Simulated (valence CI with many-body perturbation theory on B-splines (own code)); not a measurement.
# Forbidden lines of Ta31+

Level of theory: relativistic CI+MBPT: six valence electrons over a frozen Dirac-Fock core [Kr], a basis of 7 s, 7 p, 8 d, 6 f, 4 g, 1 h functions for each j, with the one-electron correlation potential Σ1, the two-electron term Σ2, the three-electron term Σ3, Breit, model QED; selected CI, second order for the rest, scaled by the run's own slope (own B-spline code, finite nucleus).

No measured spectrum was set against this ion. As an estimate, large intervals hold to a few tenths of a per cent, small ones and those within an open d or f shell to about a per cent. Core correlation moves these levels by up to 7400 cm⁻¹, and in measured spectra 5 to 20 % of such shifts remained as error; rates that hang on mixing are uncertain with them. Among the levels kept, up to 760 cm⁻¹ of a level comes from second order outside the variational space, and about a tenth of that is noise between levels of different J, which matters for small intervals. Only levels of the ground parity were solved; by the run's estimate the other parity begins above the list, which can be wrong where configurations are misplaced.

Lines 51 to 100 of 120 in falling wavelength, among levels below 570320 cm⁻¹, chosen from the decays that carry over 1 % of a level's rate. Wavelengths and rates use the calculated energies. Electric multipoles are in the length gauge, E1 and E2 with the static RPA response of the core. Weak lines are less certain than strong ones. Lines between different terms over intervals too small for the method are left out, as are lines whose strength nearly cancels. The highest levels of a list are the least certain.

Levels are named by their leading jj configuration (3d3/2^4 stands for four electrons in 3d with j = 3/2), which in mixed levels can hold well under half, so a name can repeat and another be missing. Letters in brackets count levels of one name in rising energy.

| λ vac (Å) | Upper | Lower | Type | A (s⁻¹) | Branch % |
| --- | --- | --- | --- | --- | --- |
| 788.7 | (4d3/2^2 4d5/2^4) J=5 | (4d3/2^3 4d5/2^3) J=5 | M1 | 1.10e+04 | 29.7 |
| 785.8 | (4d3/2^2 4d5/2^4) J=2 [c] | (4d3/2^3 4d5/2^3) J=3 [c] | M1 | 1.87e+04 | 27.6 |
| 783.0 | (4d3/2^2 4d5/2^4) J=2 [a] | (4d3/2^3 4d5/2^3) J=3 [a] | M1 | 6.06e+04 | 76.2 |
| 756.0 | (4d3/2 4d5/2^5) J=2 | (4d3/2^2 4d5/2^4) J=2 [b] | M1 | 1.66e+04 | 15.8 |
| 751.6 | (4d3/2^2 4d5/2^4) J=2 [d] | (4d3/2^2 4d5/2^4) J=3 [a] | M1 | 4.63e+02 | 1.0 |
| 748.1 | (4d3/2^3 4d5/2^3) J=2 [a] | (4d3/2^4 4d5/2^2) J=2 | M1 | 2.36e+04 | 98.8 |
| 742.0 | (4d3/2^2 4d5/2^4) J=1 | (4d3/2^3 4d5/2^3) J=2 [a] | M1 | 6.96e+03 | 13.4 |
| 738.6 | (4d3/2 4d5/2^5) J=1 | (4d3/2^2 4d5/2^4) J=0 [a] | M1 | 2.91e+04 | 17.9 |
| 727.9 | (4d3/2^2 4d5/2^4) J=6 | (4d3/2^3 4d5/2^3) J=6 | M1 | 1.74e+04 | 69.6 |
| 726.9 | (4d3/2 4d5/2^5) J=4 | (4d3/2^2 4d5/2^4) J=3 [b] | M1 | 1.72e+04 | 15.2 |
| 725.9 | (4d3/2^3 4d5/2^3) J=5 | (4d3/2^4 4d5/2^2) J=4 | M1 | 7.26e+03 | 98.2 |
| 725.6 | (4d3/2^3 4d5/2^3) J=3 [b] | (4d3/2^4 4d5/2^2) J=2 | M1 | 3.14e+03 | 16.3 |
| 724.0 | (4d3/2^2 4d5/2^4) J=2 [c] | (4d3/2^3 4d5/2^3) J=1 [b] | M1 | 1.12e+04 | 16.6 |
| 724.0 | (4d3/2 4d5/2^5) J=3 | (4d3/2^2 4d5/2^4) J=4 [b] | M1 | 1.05e+04 | 11.1 |
| 723.2 | (4d3/2^2 4d5/2^4) J=4 [a] | (4d3/2^3 4d5/2^3) J=4 [a] | M1 | 5.61e+04 | 78.9 |
| 723.1 | (4d3/2^2 4d5/2^4) J=4 [c] | (4d3/2^3 4d5/2^3) J=3 [c] | M1 | 1.76e+04 | 38.1 |
| 721.7 | (4d3/2^2 4d5/2^4) J=2 [c] | (4d3/2^3 4d5/2^3) J=2 [b] | M1 | 2.27e+04 | 33.6 |
| 717.5 | (4d3/2^2 4d5/2^4) J=6 | (4d3/2^3 4d5/2^3) J=5 | M1 | 7.58e+03 | 30.3 |
| 717.2 | (4d3/2^2 4d5/2^4) J=4 [b] | (4d3/2^3 4d5/2^3) J=3 [b] | M1 | 6.65e+03 | 18.1 |
| 715.6 | (4d3/2^3 4d5/2^3) J=6 | (4d3/2^4 4d5/2^2) J=4 | E2 | 7.07e-01 | 93.4 |
| 712.6 | (4d3/2^2 4d5/2^4) J=2 [b] | (4d3/2^3 4d5/2^3) J=3 [b] | M1 | 1.07e+04 | 25.0 |
| 704.2 | (4d3/2 4d5/2^5) J=2 | (4d3/2^2 4d5/2^4) J=1 | M1 | 2.80e+04 | 26.7 |
| 692.1 | (4d3/2^2 4d5/2^4) J=2 [b] | (4d3/2^3 4d5/2^3) J=2 [a] | M1 | 1.94e+04 | 45.2 |
| 688.2 | (4d3/2 4d5/2^5) J=1 | (4d3/2^2 4d5/2^4) J=2 [a] | M1 | 1.21e+05 | 74.2 |
| 683.5 | (4d3/2^2 4d5/2^4) J=4 [c] | (4d3/2^3 4d5/2^3) J=4 [b] | M1 | 1.32e+04 | 28.5 |
| 681.0 | (4d3/2^2 4d5/2^4) J=0 [b] | (4d3/2^2 4d5/2^4) J=1 | M1 | 7.41e+03 | 10.3 |
| 680.1 | (4d3/2^2 4d5/2^4) J=3 [a] | (4d3/2^3 4d5/2^3) J=4 [a] | M1 | 2.30e+04 | 36.3 |
| 677.7 | (4d3/2^2 4d5/2^4) J=4 [a] | (4d3/2^3 4d5/2^3) J=3 [a] | M1 | 1.08e+03 | 1.5 |
| 664.5 | (4d3/2^2 4d5/2^4) J=5 | (4d3/2^3 4d5/2^3) J=4 [a] | M1 | 1.89e+03 | 5.1 |
| 653.6 | (4d3/2 4d5/2^5) J=4 | (4d3/2^2 4d5/2^4) J=5 | M1 | 3.47e+04 | 30.8 |
| 640.6 | (4d3/2 4d5/2^5) J=3 | (4d3/2^2 4d5/2^4) J=3 [b] | M1 | 1.28e+04 | 13.5 |
| 639.8 | (4d3/2^2 4d5/2^4) J=3 [a] | (4d3/2^3 4d5/2^3) J=3 [a] | M1 | 2.81e+04 | 44.3 |
| 639.1 | (4d3/2 4d5/2^5) J=4 | (4d3/2^2 4d5/2^4) J=3 [a] | M1 | 1.36e+03 | 1.2 |
| 630.8 | (4d3/2^3 4d5/2^3) J=3 [b] | (4d3/2^4 4d5/2^2) J=4 | M1 | 1.50e+04 | 78.0 |
| 624.2 | (4d3/2^2 4d5/2^4) J=4 [b] | (4d3/2^3 4d5/2^3) J=5 | M1 | 2.51e+04 | 68.2 |
| 608.3 | (4d3/2^3 4d5/2^3) J=0 | (4d3/2^4 4d5/2^2) J=2 | E2 | 1.70e+02 | 4.8 |
| 605.3 | (4d3/2 4d5/2^5) J=4 | (4d3/2^2 4d5/2^4) J=4 [a] | M1 | 5.86e+04 | 52.0 |
| 602.6 | (4d3/2^2 4d5/2^4) J=3 [b] | (4d3/2^3 4d5/2^3) J=4 [a] | M1 | 5.62e+03 | 13.3 |
| 588.0 | (4d3/2 4d5/2^5) J=2 | (4d3/2^2 4d5/2^4) J=3 [a] | M1 | 4.01e+04 | 38.3 |
| 585.8 | (4d3/2^2 4d5/2^4) J=1 | (4d3/2^3 4d5/2^3) J=1 [a] | M1 | 2.04e+04 | 39.3 |
| 581.6 | (4d3/2^3 4d5/2^3) J=2 [b] | (4d3/2^4 4d5/2^2) J=2 | M1 | 4.32e+03 | 41.7 |
| 580.1 | (4d3/2^3 4d5/2^3) J=1 [b] | (4d3/2^4 4d5/2^2) J=2 | M1 | 2.58e+03 | 14.7 |
| 579.1 | (4d3/2^2 4d5/2^4) J=2 [c] | (4d3/2^3 4d5/2^3) J=3 [b] | M1 | 3.32e+03 | 4.9 |
| 571.4 | (4d3/2 4d5/2^5) J=3 | (4d3/2^2 4d5/2^4) J=3 [a] | M1 | 3.71e+04 | 39.3 |
| 570.8 | (4d3/2^2 4d5/2^4) J=3 [b] | (4d3/2^3 4d5/2^3) J=3 [a] | M1 | 5.43e+02 | 1.3 |
| 565.5 | (4d3/2^2 4d5/2^4) J=2 [c] | (4d3/2^3 4d5/2^3) J=2 [a] | M1 | 3.43e+03 | 5.1 |
| 545.7 | (4d3/2^3 4d5/2^3) J=3 [c] | (4d3/2^4 4d5/2^2) J=2 | M1 | 6.21e+03 | 46.3 |
| 540.1 | (4d3/2 4d5/2^5) J=1 | (4d3/2^3 4d5/2^3) J=2 [b] | M1 | 9.26e+03 | 5.7 |
| 525.8 | (4d3/2^2 4d5/2^4) J=2 [d] | (4d3/2^3 4d5/2^3) J=3 [c] | M1 | 1.17e+04 | 25.7 |
| 517.7 | (4d3/2^2 4d5/2^4) J=4 [b] | (4d3/2^3 4d5/2^3) J=3 [a] | M1 | 2.71e+03 | 7.4 |
